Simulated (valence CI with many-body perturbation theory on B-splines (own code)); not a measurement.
The numbers below are computed, except where a source is named.
# Ladder of approximations for V¹⁰⁺

Method: relativistic CI+MBPT: three valence electrons over a frozen Dirac-Fock core [Ne], a basis of 11 s, 11 p, 9 d, 7 f, 5 g, 2 h, 1 i functions for each j, with the one-electron correlation potential Σ1 (screened to all orders), the two-electron term Σ2, the three-electron term Σ3, Breit, model QED; selected single and double excitations, second order for the rest, scaled by the run's own slope (own B-spline code, finite nucleus).

No measured levels were compared; by estimate levels of excited configurations hold to 0.05 to 0.15 % of their energy, terms of the ground configuration to about 0.5 %.

Each rung adds one term. CI alone is the Dirac-Coulomb CI over the frozen core; QED comes last and gives the full result, which names the levels. Energies are above 3s2 3p 2P°_1/2 on the same rung, in cm⁻¹.

Names give the largest LS component (configuration and term), which can be under half, so a name can repeat, a term be missing and a line seem to break the LS rules; names also repeat where a configuration has a term twice.

```csv
Level,CI alone
3s2 3p 2P°_3/2,9880
3s 3p2 4P_1/2,175492
3s 3p2 4P_3/2,179290
3s 3p2 4P_5/2,184592
3s 3p2 2D_3/2,233375
3s 3p2 2D_5/2,234235
3s 3p2 2S_1/2,291226
3s 3p2 2P_1/2,311026
3s 3p2 2P_3/2,316392
3s2 3d 2D_3/2,380768
3s2 3d 2D_5/2,381624
3p3 2D°_3/2,453867
3p3 2D°_5/2,455298
3p3 4S°_3/2,467344
3p3 2P°_1/2,508540
3p3 2P°_3/2,509562
```

What do these energies become with core correlation, Breit and QED?

3s2 3p 2P°_3/2 9705 (-175); 3s 3p2 4P_1/2 176062 (+570); 3s 3p2 4P_3/2 179795 (+505); 3s 3p2 4P_5/2 184951 (+360); 3s 3p2 2D_3/2 232997 (-378); 3s 3p2 2D_5/2 233798 (-437); 3s 3p2 2S_1/2 289122 (-2104); 3s 3p2 2P_1/2 307055 (-3972); 3s 3p2 2P_3/2 312156 (-4235); 3s2 3d 2D_3/2 376860 (-3908); 3s2 3d 2D_5/2 377650 (-3974); 3p3 2D°_3/2 453052 (-815); 3p3 2D°_5/2 454436 (-862); 3p3 4S°_3/2 463833 (-3511); 3p3 2P°_1/2 505913 (-2627); 3p3 2P°_3/2 506852 (-2709).

How does the ionisation energy move along the ladder, and which term matters most?

CI alone 255.65, + Σ1 256.28, + Σ2 256.09, + Σ3 256.05, + Breit 255.96, + QED 255.97 eV. The largest step is Σ1, 0.62 eV. NIST lists 254.8 ± 0.4 eV (semi-empirical).
